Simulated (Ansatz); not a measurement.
Ansatz (a quantum-chemistry and plane-wave program) input for CH₇Cl₂NSi₂, SMILES CN[Si@H](Cl)[SiH2]Cl, PBE-D3(BJ)/def2-SVP. 

Ansatz 0.2 input:
```yaml
crystal:
  periodic: [false, false, false]
  atoms:
    - {symbol: C, position_ang: [-2.28303053, 0.29542986, -1.31292747]}
    - {symbol: N, position_ang: [-1.84618304, -0.42982641, -0.13841589]}
    - {symbol: Si, position_ang: [-0.48654242, 0.00837800, 0.82434676]}
    - {symbol: Cl, position_ang: [-0.82299370, 1.92584531, 1.39246883]}
    - {symbol: Si, position_ang: [1.59596456, -0.05185648, -0.20806055]}
    - {symbol: Cl, position_ang: [1.79116587, -1.82971049, -1.16932359]}
    - {symbol: H, position_ang: [-1.73075051, 0.00675799, -2.21375866]}
    - {symbol: H, position_ang: [-2.13746677, 1.36009163, -1.14349019]}
    - {symbol: H, position_ang: [-3.34493152, 0.11412740, -1.48416983]}
    - {symbol: H, position_ang: [-2.05965653, -1.41293728, -0.21548445]}
    - {symbol: H, position_ang: [-0.64803280, -0.85329689, 1.99750816]}
    - {symbol: H, position_ang: [2.72668443, 0.02603231, 0.72075371]}
    - {symbol: H, position_ang: [1.82478139, 0.96983726, -1.23635841]}
basis:
  gaussian:
    orbitals: def2-SVP
hamiltonian:
  xc: pbe
  dispersion: d3bj
relax: {f_tol: 0.002, max_steps: 200}
```

It prints:

```
[...]
the calculation of the forces begins
reference -43408.13332641 eV, -1595.2194766558 hartree; 41, 41 occupied and 94, 94 virtual orbitals, 1518 factors
relax step  29: F+E_penalty+E_count = -43408.52858364 eV  Δ(F+E_penalty+E_count) = -1.117e-3 eV  max|allowed force component| = 4.035e-2 eV/Å  Δτ_max = 0.0082 Å  (31 SCF iters, accepted)
these checks for a lower state are left out or cut short: starts, cluster_reference, orbital_swaps, neighbouring_geometries, increment
integrals: 0.09 GiB planned
1518 factors; their error is unknown
mean field: 0.45 GiB planned
mean field -43408.13344691 eV, -1595.2194810844 hartree, gradient 1.8e-5 eV, S^2 0.000000; 0 other end points of the search recorded, 0 dependent functions left out
the calculation of the forces begins
reference -43408.13348661 eV, -1595.2194825432 hartree; 41, 41 occupied and 94, 94 virtual orbitals, 1518 factors
relax step  30: F+E_penalty+E_count = -43408.52906521 eV  Δ(F+E_penalty+E_count) = -4.816e-4 eV  max|allowed force component| = 1.344e-2 eV/Å  Δτ_max = 0.0220 Å  (31 SCF iters, accepted)
these checks for a lower state are left out or cut short: starts, cluster_reference, orbital_swaps, neighbouring_geometries, increment
integrals: 0.09 GiB planned
1518 factors; their error is unknown
mean field: 0.45 GiB planned
mean field evaluation 224: about -43408.2453 eV, gradient 1.5e-2 eV
mean field -43408.13386415 eV, -1595.2194964175 hartree, gradient 1.8e-5 eV, S^2 0.000000; 0 other end points of the search recorded, 0 dependent functions left out
the calculation of the forces begins
reference -43408.13390389 eV, -1595.2194978779 hartree; 41, 41 occupied and 94, 94 virtual orbitals, 1518 factors
relax step  31: F+E_penalty+E_count = -43408.52969199 eV  Δ(F+E_penalty+E_count) = -6.268e-4 eV  max|allowed force component| = 4.010e-2 eV/Å  Δτ_max = 0.0693 Å  (30 SCF iters, accepted)
these checks for a lower state are left out or cut short: starts, cluster_reference, orbital_swaps, neighbouring_geometries, increment
integrals: 0.09 GiB planned
1518 factors; their error is unknown
mean field: 0.45 GiB planned
mean field -43408.13382895 eV, -1595.2194951239 hartree, gradient 1.8e-5 eV, S^2 0.000000; 0 other end points of the search recorded, 0 dependent functions left out
the calculation of the forces begins
reference -43408.13386867 eV, -1595.2194965839 hartree; 41, 41 occupied and 94, 94 virtual orbitals, 1518 factors
relax step  32: F+E_penalty+E_count = -43408.52987360 eV  Δ(F+E_penalty+E_count) = -1.816e-4 eV  max|allowed force component| = 7.422e-2 eV/Å  Δτ_max = 0.0655 Å  (30 SCF iters, accepted)
these checks for a lower state are left out or cut short: starts, cluster_reference, orbital_swaps, neighbouring_geometries, increment
integrals: 0.09 GiB planned
1518 factors; their error is unknown
mean field: 0.45 GiB planned
mean field -43408.13410622 eV, -1595.2195053137 hartree, gradient 1.0e-5 eV, S^2 0.000000; 0 other end points of the search recorded, 0 dependent functions left out
the calculation of the forces begins
reference -43408.13414595 eV, -1595.2195067736 hartree; 41, 41 occupied and 94, 94 virtual orbitals, 1518 factors
relax step  33: F+E_penalty+E_count = -43408.53014910 eV  Δ(F+E_penalty+E_count) = -2.755e-4 eV  max|allowed force component| = 3.311e-2 eV/Å  Δτ_max = 0.0040 Å  (23 SCF iters, accepted)
these checks for a lower state are left out or cut short: starts, cluster_reference, orbital_swaps, neighbouring_geometries, increment
integrals: 0.09 GiB planned
1518 factors; their error is unknown
mean field: 0.45 GiB planned
mean field -43408.13420137 eV, -1595.2195088103 hartree, gradient 1.8e-5 eV, S^2 0.000000; 0 other end points of the search recorded, 0 dependent functions left out
the calculation of the forces begins
reference -43408.13424109 eV, -1595.2195102699 hartree; 41, 41 occupied and 94, 94 virtual orbitals, 1518 factors
relax step  34: F+E_penalty+E_count = -43408.53032550 eV  Δ(F+E_penalty+E_count) = -1.764e-4 eV  max|allowed force component| = 6.924e-3 eV/Å  Δτ_max = 0.0203 Å  (31 SCF iters, accepted)
these checks for a lower state are left out or cut short: starts, cluster_reference, orbital_swaps, neighbouring_geometries, increment
integrals: 0.09 GiB planned
1518 factors; their error is unknown
mean field: 0.45 GiB planned
mean field evaluation 256: about -43408.1343 eV, gradient 1.8e-5 eV
mean field -43408.13426257 eV, -1595.2195110593 hartree, gradient 1.8e-5 eV, S^2 0.000000; 0 other end points of the search recorded, 0 dependent functions left out
the calculation of the forces begins
reference -43408.13430227 eV, -1595.2195125182 hartree; 41, 41 occupied and 94, 94 virtual orbitals, 1518 factors
relax step  35: F+E_penalty+E_count = -43408.53043032 eV  Δ(F+E_penalty+E_count) = -1.048e-4 eV  max|allowed force component| = 1.018e-2 eV/Å  Δτ_max = 0.0329 Å  (31 SCF iters, accepted)
these checks for a lower state are left out or cut short: starts, cluster_reference, orbital_swaps, neighbouring_geometries, increment
integrals: 0.09 GiB planned
1518 factors; their error is unknown
mean field: 0.45 GiB planned
mean field -43408.13399011 eV, -1595.2195010465 hartree, gradient 1.8e-5 eV, S^2 0.000000; 0 other end points of the search recorded, 0 dependent functions left out
the calculation of the forces begins
reference -43408.13402978 eV, -1595.2195025043 hartree; 41, 41 occupied and 94, 94 virtual orbitals, 1518 factors
relax step  36: F+E_penalty+E_count = -43408.53048413 eV  Δ(F+E_penalty+E_count) = -5.381e-5 eV  max|allowed force component| = 1.096e-2 eV/Å  Δτ_max = 0.0233 Å  (31 SCF iters, accepted)
these checks for a lower state are left out or cut short: starts, cluster_reference, orbital_swaps, neighbouring_geometries, increment
integrals: 0.09 GiB planned
1518 factors; their error is unknown
mean field: 0.45 GiB planned
mean field -43408.13401270 eV, -1595.2195018766 hartree, gradient 1.6e-5 eV, S^2 0.000000; 0 other end points of the search recorded, 0 dependent functions left out
the calculation of the forces begins
reference -43408.13405236 eV, -1595.2195033342 hartree; 41, 41 occupied and 94, 94 virtual orbitals, 1518 factors
relax step  37: F+E_penalty+E_count = -43408.53051673 eV  Δ(F+E_penalty+E_count) = -3.260e-5 eV  max|allowed force component| = 5.770e-3 eV/Å  Δτ_max = 0.0056 Å  (23 SCF iters, accepted)
these checks for a lower state are left out or cut short: starts, cluster_reference, orbital_swaps, neighbouring_geometries, increment
integrals: 0.09 GiB planned
1518 factors; their error is unknown
mean field: 0.45 GiB planned
mean field -43408.13397010 eV, -1595.2195003110 hartree, gradient 1.6e-5 eV, S^2 0.000000; 0 other end points of the search recorded, 0 dependent functions left out
the calculation of the forces begins
reference -43408.13400976 eV, -1595.2195017688 hartree; 41, 41 occupied and 94, 94 virtual orbitals, 1518 factors
relax step  38: F+E_penalty+E_count = -43408.53054331 eV  Δ(F+E_penalty+E_count) = -2.658e-5 eV  max|allowed force component| = 3.084e-3 eV/Å  Δτ_max = 0.0068 Å  (23 SCF iters, accepted)
these checks for a lower state are left out or cut short: starts, cluster_reference, orbital_swaps, neighbouring_geometries, increment
integrals: 0.09 GiB planned
1518 factors; their error is unknown
mean field: 0.45 GiB planned
mean field -43408.13395044 eV, -1595.2194995887 hartree, gradient 1.8e-5 eV, S^2 0.000000; 0 other end points of the search recorded, 0 dependent functions left out
the calculation of the forces begins
reference -43408.13399011 eV, -1595.2195010465 hartree; 41, 41 occupied and 94, 94 virtual orbitals, 1518 factors
relax step  39: F+E_penalty+E_count = -43408.53055241 eV  Δ(F+E_penalty+E_count) = -9.104e-6 eV  max|allowed force component| = 4.816e-3 eV/Å  Δτ_max = 0.0071 Å  (31 SCF iters, accepted)
these checks for a lower state are left out or cut short: starts, cluster_reference, orbital_swaps, neighbouring_geometries, increment
integrals: 0.09 GiB planned
1518 factors; their error is unknown
mean field: 0.45 GiB planned
mean field evaluation 288: about -43408.1339 eV, gradient 1.1e-5 eV
mean field -43408.13394162 eV, -1595.2194992647 hartree, gradient 1.1e-5 eV, S^2 0.000000; 0 other end points of the search recorded, 0 dependent functions left out
the calculation of the forces begins
reference -43408.13398130 eV, -1595.2195007227 hartree; 41, 41 occupied and 94, 94 virtual orbitals, 1518 factors
relax step  40: F+E_penalty+E_count = -43408.53055421 eV  Δ(F+E_penalty+E_count) = -1.793e-6 eV  max|allowed force component| = 3.968e-3 eV/Å  Δτ_max = 0.0028 Å  (23 SCF iters, accepted)
these checks for a lower state are left out or cut short: starts, cluster_reference, orbital_swaps, neighbouring_geometries, increment
integrals: 0.09 GiB planned
1518 factors; their error is unknown
mean field: 0.45 GiB planned
mean field -43408.13397149 eV, -1595.2195003625 hartree, gradient 1.2e-5 eV, S^2 0.000000; 0 other end points of the search recorded, 0 dependent functions left out
the calculation of the forces begins
reference -43408.13401117 eV, -1595.2195018205 hartree; 41, 41 occupied and 94, 94 virtual orbitals, 1518 factors
relax step  41: F+E_penalty+E_count = -43408.53055488 eV  Δ(F+E_penalty+E_count) = -6.747e-7 eV  max|allowed force component| = 2.676e-3 eV/Å  Δτ_max = 0.0015 Å  (22 SCF iters, accepted)
these checks for a lower state are left out or cut short: starts, cluster_reference, orbital_swaps, neighbouring_geometries, increment
integrals: 0.09 GiB planned
1518 factors; their error is unknown
mean field: 0.45 GiB planned
mean field -43408.13397162 eV, -1595.2195003670 hartree, gradient 1.3e-5 eV, S^2 0.000000; 0 other end points of the search recorded, 0 dependent functions left out
the calculation of the forces begins
reference -43408.13401129 eV, -1595.2195018250 hartree; 41, 41 occupied and 94, 94 virtual orbitals, 1518 factors
relax step  42: F+E_penalty+E_count = -43408.53055521 eV  Δ(F+E_penalty+E_count) = -3.266e-7 eV  max|allowed force component| = 1.511e-3 eV/Å  Δτ_max = 0.0006 Å  (20 SCF iters, accepted)
integrals: 0.09 GiB planned
1518 factors; their error is unknown
mean field: 0.45 GiB planned
mean field evaluation 320: about -43408.1340 eV, gradient 4.8e-5 eV
mean field -43408.13397162 eV, -1595.2195003670 hartree, gradient 1.3e-5 eV, S^2 0.000000; 1 other end points of the search recorded, 0 dependent functions left out
the calculation of the forces begins
reference -43408.13401129 eV, -1595.2195018250 hartree; 41, 41 occupied and 94, 94 virtual orbitals, 1518 factors
Total energy: -43408.53059488 eV, -1595.2340760032 hartree
Atom 0 at    -2.041937     0.007508    -1.478622 Å, force     0.000122    -0.000075     0.000536 eV/Å
Atom 1 at    -1.831434    -0.528697    -0.142806 Å, force    -0.000150     0.000376    -0.001511 eV/Å
Atom 2 at    -0.560015    -0.090938     0.936699 Å, force    -0.000059    -0.000486     0.000431 eV/Å
Atom 3 at    -0.744330     1.793668     1.895592 Å, force    -0.000085     0.000274     0.000245 eV/Å
Atom 4 at     1.453297     0.206088    -0.231888 Å, force     0.000421    -0.000205     0.000059 eV/Å
Atom 5 at     1.701559    -1.332385    -1.633476 Å, force    -0.000116     0.000080    -0.000222 eV/Å
Atom 6 at    -2.528152    -0.745404    -2.133832 Å, force     0.000007     0.000005    -0.000035 eV/Å
Atom 7 at    -1.064920     0.247258    -1.946652 Å, force    -0.000320    -0.000014     0.000049 eV/Å
Atom 8 at    -2.661100     0.933656    -1.500459 Å, force     0.000135    -0.000223    -0.000102 eV/Å
Atom 9 at    -2.664478    -0.955585     0.272106 Å, force     0.000302     0.000130     0.000563 eV/Å
Atom 10 at    -0.544793    -1.115661     2.030539 Å, force    -0.000113     0.000032    -0.000007 eV/Å
Atom 11 at     2.620207     0.193446     0.715255 Å, force    -0.000130     0.000215     0.000121 eV/Å
Atom 12 at     1.445104     1.515920    -0.969368 Å, force    -0.000014    -0.000109    -0.000130 eV/Å
Dipole moment:    -0.349935    -0.121078    -0.101114 e Å
```

The calculation finished and met its thresholds.
